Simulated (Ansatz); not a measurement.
Correlation energies of `O[SiH2]O[SiH2]S` by basis set

Z-matrix (Å, degrees):
```
Si
O 1 1.643
O 1 1.636 2 111.6
H 1 1.475 2 108.1 3 116.7
H 1 1.485 2 107.5 3 -122.1
Si 2 1.629 1 139.3 3 52.1
H 3 0.961 1 116.3 2 -59.0
S 6 2.143 2 112.1 1 -28.4
H 6 1.481 2 110.8 1 87.3
H 6 1.479 2 108.0 1 -149.7
H 8 1.345 6 94.4 2 -73.1
```

Total charge 0; spin multiplicity 1. All single points use the PBE0-D4/def2-TZVP geometry. It is one conformer, not always the lowest. Frozen core, restricted reference, the Gaussian-basis code of Ansatz. CBS rows extrapolate triple and quadruple zeta; past MP2 they add the triple-zeta difference.

```csv
basis,HF (Eh),MP2 corr.
def2-SVP,-1128.35678,-0.69290
def2-TZVPP,-1128.91227,-0.89671
def2-QZVPP,-1128.95023,-0.97116
```

Question: Estimate the CCSD correlation energy and the (T) correction in each basis where they were run (hartree).

Answer: 
```
     basis  CCSD corr.       (T)
  def2-SVP    -0.74679  -0.01718
def2-TZVPP    -0.94597  -0.03525
 CBS(def2)    -1.07556     as TZ
```
